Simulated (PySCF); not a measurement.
Species: C₃H₇BO₂.
Numbering: `[CH3:1][B:2]1[O:3][CH2:4][CH2:5][O:6]1` (hydrogens: H7, H8, H9 on C1; H10, H11 on C4; H12, H13 on C5)

Method: PBE0-D3(BJ)/def2-SVP geometry optimisation, gas phase (PySCF 2.14.0); density fitting, grid level 1; the optimiser is geomeTRIC in internal coordinates, started from a GFN2-xTB structure with every atom displaced at random (about 0.01 Å).

Step 0: E = -7983.2572 eV
```
atom  x, y, z in Å  |  force x, y, z in eV/Å
C1      2.2214    0.2749    0.4477   -2.094   0.899   0.144
B2      0.6614    0.0784    0.1302    0.796   0.046   0.213
O3      0.1791   -0.6844   -0.9086    2.042   0.197   0.232
C4     -1.1794   -0.6394   -0.9044   -2.248  -0.671   0.208
C5     -1.5882    0.2563    0.2837    0.267  -0.028   0.303
O6     -0.3531    0.6508    0.8538    0.389  -0.127   0.027
H7      2.3740    0.4788    1.5047    0.047  -0.051   0.454
H8      2.8043   -0.5514    0.1392    0.854  -1.240  -0.462
H9      2.5776    1.1634   -0.0722    0.158   0.333  -0.338
H10    -1.5968   -1.6691   -0.7797    0.111   0.368  -0.153
H11    -1.5639   -0.2418   -1.8496   -0.086   0.051  -0.298
H12    -2.1244    1.1586   -0.0091   -0.310   0.268  -0.236
H13    -2.1993   -0.2594    1.0458    0.073  -0.043  -0.094
```

Step 1: E = -7983.3801 eV
```
atom  x, y, z in Å  |  force x, y, z in eV/Å
C1      2.1863    0.3017    0.4543    0.348  -0.295  -0.050
B2      0.6790    0.0614    0.1467   -0.112   0.030  -0.094
O3      0.2181   -0.6635   -0.9195   -0.447   0.040  -0.019
C4     -1.2156   -0.6192   -0.9132    0.736   0.113  -0.045
C5     -1.5747    0.2342    0.3176    0.030   0.162  -0.136
O6     -0.3331    0.5859    0.9010   -0.179   0.039   0.067
H7      2.3524    0.6580    1.4803   -0.033  -0.034   0.015
H8      2.7732   -0.6264    0.2892   -0.138   0.293   0.054
H9      2.5990    1.0647   -0.2280   -0.042  -0.045  -0.022
H10    -1.5973   -1.6429   -0.8684   -0.137  -0.239   0.098
H11    -1.5667   -0.1763   -1.8561   -0.012   0.063  -0.057
H12    -2.1209    1.1519    0.0312    0.040  -0.088   0.094
H13    -2.1869   -0.3140    1.0464   -0.055  -0.038   0.094
```

Step 2: E = -7983.3902 eV
```
atom  x, y, z in Å  |  force x, y, z in eV/Å
C1      2.1877    0.2957    0.4524    0.035  -0.044   0.022
B2      0.6714    0.0768    0.1470    0.118   0.002   0.015
O3      0.2204   -0.6489   -0.9218   -0.309   0.048   0.043
C4     -1.2039   -0.6175   -0.9148    0.288  -0.062  -0.060
C5     -1.5778    0.2366    0.3145   -0.040   0.009  -0.016
O6     -0.3439    0.5999    0.9021    0.043  -0.015  -0.034
H7      2.3555    0.6446    1.4806   -0.004   0.002   0.004
H8      2.7647   -0.6279    0.2849   -0.035   0.042   0.006
H9      2.6016    1.0548   -0.2317   -0.014   0.005  -0.008
H10    -1.5859   -1.6498   -0.8550   -0.027   0.032   0.016
H11    -1.5587   -0.1781   -1.8606   -0.032  -0.005   0.006
H12    -2.1328    1.1474    0.0362   -0.016  -0.007   0.010
H13    -2.1856   -0.3179    1.0475   -0.008  -0.006  -0.004
```

Problem. Estimate the geometry and energy of step 3. (The exact step hangs on the optimiser's Hessian estimate; all steps are aligned on step 2, rigid shifts and turns removed.)

Solution. E = -7983.3920 eV, largest force 0.103 eV/Å
```
atom  x, y, z in Å  |  force x, y, z in eV/Å
C1      2.1910    0.2944    0.4552   -0.048   0.022  -0.013
B2      0.6758    0.0782    0.1404    0.001   0.005   0.048
O3      0.2143   -0.6440   -0.9269   -0.057  -0.010  -0.021
C4     -1.2034   -0.6175   -0.9174    0.096  -0.036  -0.011
C5     -1.5764    0.2373    0.3118   -0.021  -0.013   0.041
O6     -0.3398    0.6024    0.8946    0.008   0.012  -0.001
H7      2.3521    0.6416    1.4852   -0.009   0.005  -0.008
H8      2.7669   -0.6262    0.2893    0.026  -0.048  -0.011
H9      2.6055    1.0546   -0.2273    0.004   0.010   0.001
H10    -1.5888   -1.6490   -0.8477    0.009   0.043  -0.016
H11    -1.5676   -0.1810   -1.8617   -0.012  -0.019   0.008
H12    -2.1372    1.1452    0.0385   -0.008   0.019  -0.004
H13    -2.1799   -0.3203    1.0472    0.013   0.009  -0.014
```

The energy changes by -0.0018 eV. The first-order estimate −F·Δx gives -0.0038 eV and the mean of the old and new forces, exact on a quadratic surface, -0.0018 eV. The step makes an angle of 71° with the force vector and moves no atom by more than 0.009 Å.

The cost below is that of the whole optimisation. The run took 23 s on one thread, Arm Neoverse V2 (aarch64), shared host with 192 logical CPUs at a one-minute load of 92, and the process peaked at 0.51 GiB of memory.
